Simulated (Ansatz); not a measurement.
`[F][SnH]([F])[SiH3]` + CH₃SH → `C[S][SnH]([F])[F]` + SiH₄ at 600 K and 1 bar (cleavage of the Sn–Si bond).

Gas-phase electronic energies from Ansatz, PBE0-D4/def2-TZVP geometries. CCSD(T)/CBS adds triple-zeta CCSD(T) − MP2 to the extrapolated MP2 energy (def2 sets, frozen cores). This one scheme is used for every species. Elements past krypton have def2 core potentials. For Sn outer-core shells are correlated without core-valence functions, which leaves a few kJ/mol of doubt a bond. One conformer a species, not always the lowest.

```tsv
species	CCSD(T)/CBS energy (Eh)	H − E (kJ/mol)	S (J/(mol·K))
`[F][SnH]([F])[SiH3]`	-705.15468	152.7	453.8
CH₃SH	-438.22835	152.3	296.8
`C[S][SnH]([F])[F]`	-851.93361	195.0	480.1
SiH₄	-291.46306	108.7	242.3
```

H − E and S are ideal-gas, rigid-rotor, harmonic terms from PBE0-D4/def2-TZVP, for one conformer and one mirror image of each species. 1 Eh = 2625.50 kJ/mol, R = 8.31446 J/(mol·K).

By hand: ΔE, ΔH, ΔS and ΔG.

ΔE = (-851.93361) + (-291.46306) − (-705.15468) − (-438.22835) = -0.01364 Eh = -35.8 kJ/mol. Δ(H − E) = 195.0 + 108.7 − 152.7 − 152.3 = -1.3, so ΔH = -37.1 kJ/mol. ΔS = 480.1 + 242.3 − 453.8 − 296.8 = -28.2 J/(mol·K). ΔG = -37.1 − 600 × (-28.2)/1000 = -20.2 kJ/mol.

By hand: the equilibrium constant, and the temperature at which ΔG would vanish if ΔH and ΔS stayed fixed.

log₁₀ K = −ΔG/(RT ln 10) = 1.8. ΔG = 0 at ΔH/ΔS = 1316 K.

TΔS isn't small against ΔH here. A doubt of 5 kJ/mol in ΔE shifts log₁₀ K by 0.4 here. Other conformers and mirror images would add mixing entropy, several J/(mol·K) or more a flexible species. Modes under 60 cm⁻¹, often nearly free rotors, make the harmonic entropy too high. These are equilibria of isolated gas molecules and say nothing of rates. Largest T1 diagnostic: 0.014 (customary marks: 0.02 for closed shells, 0.045 for open ones).
